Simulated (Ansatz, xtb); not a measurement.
# Ranking isomers of AlF3H3P

4 gas-phase structures of AlF3H3P, from a drawn sample of its isomers (lower ones may exist). Each was relaxed with GFN2-xTB:

A. `F[PH2+][AlH-]([F])[F]`, a singlet
B. `F[P+](F)(F)[AlH3-]`, a singlet
C. `[F][Al-]([F])([F])[PH3+]`, a singlet
D. a singlet given by its coordinates

D (Å):

```xyz
8

Al    1.1631    0.4896   -0.3216
F     2.6052   -0.1868    0.1095
F    -1.2699   -0.3711    1.6990
F    -1.3207   -1.6324   -0.2930
P    -0.2829   -1.3119    0.8732
H     0.6251    1.6714    0.5099
H     0.6084    0.2094   -1.7302
H    -0.6134   -2.4657    1.6109
```

Close contacts (Å): Al1–F2 1.65, Al1–P5 2.60, F3–P5 1.59, F4–P5 1.59, Al1–H6 1.54, Al1–H7 1.54, P5–H8 1.41.

**Question.** Estimate their order in r2SCAN-D4/def2-SVP energy at these geometries, lowest first.

**Answer.** Calculated order at r2SCAN-D4/def2-SVP: C (0.000), A (2.386), D (4.108), B (4.898) eV.

Energies above the lowest of each column, in eV; the last columns are at PBE0-D4/def2-SVP geometries and were run for some of them only (a dash: not run or not comparable):

```
structure  GFN2-xTB  HF/STO-3G  r2SCAN-D4/def2-SVP  PBE0-D4/def2-SVP  CCSD(T)/def2-SVP + ΔMP2/def2-TZVPP
        C     0.000      0.000               0.000             0.000                               0.000
        A     0.748      1.987               2.386             2.075                               2.081
        D     1.881      3.493               4.108             3.699                               3.627
        B     3.363      4.290               4.898                 –                                   –
```

Every level run on C puts it lowest or level with the lowest. Flexible structures stand in one conformer each, not always the lowest. Frequencies (PBE0-D4/def2-SVP) were run for A, C, D alone. The ΔMP2 step shifts differences by up to 0.377 eV, which makes them less sure. ΔMP2 is the change of the MP2 energy from the smaller to the larger basis.

Over these structures GFN2-xTB departs from r2SCAN-D4/def2-SVP by 0.675 eV on average once a common shift is removed. A GFN2-xTB relaxation took about 0.064 s and the r2SCAN-D4/def2-SVP energy about 1.4 s on a shared host (Ansatz 0.2.0, xtb 6.7.1).
